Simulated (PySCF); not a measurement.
Species: C2H5F3Si.
SMILES: `C[SiH2]C(F)(F)F`

A PySCF run (density fitting, gas phase, GFN2-xTB geometry) gave HOMO -9.35 eV, LUMO 0.10 eV, dipole 3.05 D.

Question: Which of these levels was it?
A. PBE0/def2-SVPD
B. BP86/6-31++G**
C. PBE0/pcSseg-1
D. LDA/pcSseg-0

Answer: A. It is PBE0/def2-SVPD. All candidates on this geometry:

| level and settings | kind | basis functions | SCF cycles | E (Eh) | HOMO (eV) | LUMO (eV) | dipole (D) |
| --- | --- | --- | --- | --- | --- | --- | --- |
| BP86/6-31++G**, grid level 1 | GGA | 142 | 10 | -668.2723 | -7.87 | -0.81 | 2.92 |
| LDA/pcSseg-0, energy threshold 1e-06 Eh | LDA | 68 | 7 | -663.2948 | -7.79 | -0.40 | 2.74 |
| PBE0/def2-SVPD | global hybrid | 173 | 12 | -667.3995 | -9.35 | 0.10 | 3.05 |
| PBE0/pcSseg-1 | global hybrid | 134 | 12 | -667.7118 | -9.25 | 0.35 | 2.95 |

The nearest other candidate, by the summed differences of HOMO and LUMO, is PBE0/pcSseg-1: its HOMO differs by +0.10 eV and its LUMO by +0.25 eV. Cycle counts include a coarse-grid stage where the run had one. All basis functions are spherical, in the Pople sets too.

Shape of the structure used: `[CH3:1][SiH2:2][C:3]([F:4])([F:5])[F:6]`: C1–Si2–C3–F4 -60°.
